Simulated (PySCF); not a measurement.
An unknown shows these calculated signals:

1H NMR (300 MHz, computed): δ 6.52 (m, 1H), 6.44 (m, 1H), 6.34 (m, 1H), 5.01 (s, 3H), 4.86 (s, 6H).

13C{1H} NMR (computed): δ 144.7 (C), 129.1 (CH), 112.3 (CH), 109.6 (CH).

PySCF calculation with PBE0/pcSseg-1 with gauge-including orbitals and PBE0-D3(BJ)/def2-SVP structure; equivalent nuclei averaged, non-relativistic Hamiltonian, in vacuum, single conformer.

Scale: 1H (σref 31.27), 13C (σref 184.41) against TMS (reference shieldings calculated alike).

Question: Which of these does the molecule contain: a nitrile, an N-methyl group, a heteroaromatic ring, a Si–H bond, a carboxylic acid?

Answer: 
- A nitrile: no.
- An N-methyl group: no.
- A heteroaromatic ring: yes.
- A Si–H bond: yes (δH 4.86 (s)).
- A carboxylic acid: no.

The data belong to SMILES c1cc(N([SiH3])[SiH3])cn1[SiH3], C₄H₁₂N₂Si₃; they needn't prove each group on their own.

Carbon signals by region: 4 in the sp2 and nitrile region (100–160 ppm).

Shifts are as computed. Against solution values, carbons near 30 ppm lie about +2 ppm off and those near 130 ppm about +5 ppm. Of 1309 compounds with measured shifts, 239 miss one by over three times the rms of a fit or turn the order of signals round; such compounds aren't used in these exercises. No couplings were computed; multiplicities are counted from neighbouring protons, with m where these are inequivalent, close in shift, in a saturated or five-membered ring or joined by F or P, and br s for small geminal =CH2 splittings.
